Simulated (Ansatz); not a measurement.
# A relaxation, step by step

SiH2F4, closed shell, PBE0-D4/def2-TZVP (Ansatz 0.2.0). Settings:

```yaml
hamiltonian: {xc: pbe0, dispersion: d4}
relax: {f_tol: 0.005, max_steps: 200}
```

Start, a step off a saddle point along its unstable mode:

```xyz
7
angstrom
Si -0.2967 0.2165 0.1192
F 0.9228 -0.2507 1.1769
F -1.0588 0.2960 -1.3191
F -0.0246 1.7375 0.2968
F -1.4195 -0.5116 0.9117
H 1.0835 -0.7524 -0.2948
H 0.7934 -0.7354 -0.8907
```

| step | energy less the last (meV) | largest force component (eV/Å) |
| --- | --- | --- |
| 1 | 2283.9 | 5.546 |
| 2 | 1671.7 | 0.929 |
| 3 | 1199.6 | 0.774 |
| 4 | 781.4 | 0.978 |
| 5 | 377.9 | 0.527 |
| 6 | 173.8 | 1.047 |
| 7 | 53.4 | 0.234 |
| 8 | 15.9 | 0.192 |
| 9 | 8.0 | 0.038 |
| 10 | 2.1 | 0.045 |
| 11 | 1.0 | 0.007 |
| 12 | 0.1 | 0.029 |
| 13 | 0.0 | 0.013 |
| 14 (rejected trial) | 1.7 | 0.289 |
| 15 | 0.0 | 0.000 |
| 16 | 0.0 | 0.000 |

Step 4, positions (Å) and forces (eV/Å):

```
atom       x       y       z      Fx      Fy      Fz
 Si1  -0.379   0.319   0.308  -0.978   0.760   0.562
  F2   0.829  -0.188   1.193  -0.041  -0.118  -0.524
  F3  -0.810   0.171  -1.212   0.502  -0.211   0.368
  F4  -0.266   1.875   0.462  -0.035   0.080   0.039
  F5  -1.612  -0.295   1.056  -0.076   0.015   0.057
  H6   1.320  -0.981  -0.594   0.405  -0.290  -0.142
  H7   0.918  -0.899  -1.213   0.223  -0.236  -0.359
```

Step 12, positions (Å) and forces (eV/Å):

| atom | x | y | z | Fx | Fy | Fz |
| --- | --- | --- | --- | --- | --- | --- |
| Si1 | -0.701 | 0.591 | 0.572 | -0.029 | 0.018 | 0.000 |
| F2 | 0.599 | -0.060 | 1.140 | 0.016 | -0.007 | 0.011 |
| F3 | -0.835 | 0.258 | -0.949 | -0.004 | 0.005 | 0.009 |
| F4 | -0.631 | 2.141 | 0.759 | -0.006 | -0.028 | -0.003 |
| F5 | -1.942 | 0.028 | 1.338 | 0.021 | 0.014 | -0.014 |
| H6 | 1.967 | -1.527 | -1.126 | -0.007 | 0.001 | -0.013 |
| H7 | 1.544 | -1.430 | -1.734 | 0.010 | -0.003 | 0.011 |

Step 13, positions (Å) and forces (eV/Å):

```json
{"atom": "Si1", "x": "-0.706", "y": "0.595", "z": "0.575", "Fx": "-0.013", "Fy": "0.008", "Fz": "-0.001"}
{"atom": "F2", "x": "0.595", "y": "-0.057", "z": "1.143", "Fx": "0.007", "Fy": "-0.003", "Fz": "0.004"}
{"atom": "F3", "x": "-0.840", "y": "0.262", "z": "-0.945", "Fx": "-0.001", "Fy": "0.002", "Fz": "0.005"}
{"atom": "F4", "x": "-0.635", "y": "2.144", "z": "0.764", "Fx": "-0.002", "Fy": "-0.012", "Fz": "-0.001"}
{"atom": "F5", "x": "-1.946", "y": "0.032", "z": "1.341", "Fx": "0.009", "Fy": "0.006", "Fz": "-0.006"}
{"atom": "H6", "x": "1.976", "y": "-1.535", "z": "-1.134", "Fx": "-0.004", "Fy": "0.001", "Fz": "-0.006"}
{"atom": "H7", "x": "1.556", "y": "-1.441", "z": "-1.744", "Fx": "0.005", "Fy": "-0.001", "Fz": "0.006"}
```

Last step (16):

Si1  (-0.708, 0.596, 0.577)
F2  (0.593, -0.055, 1.145)
F3  (-0.843, 0.264, -0.943)
F4  (-0.638, 2.145, 0.765)
F5  (-1.948, 0.035, 1.343)
H6  (1.981, -1.539, -1.138)
H7  (1.562, -1.446, -1.749)
(Å)

Hardware: 4 CPU threads of an Intel Xeon, shared host. Wall time about 59 s.
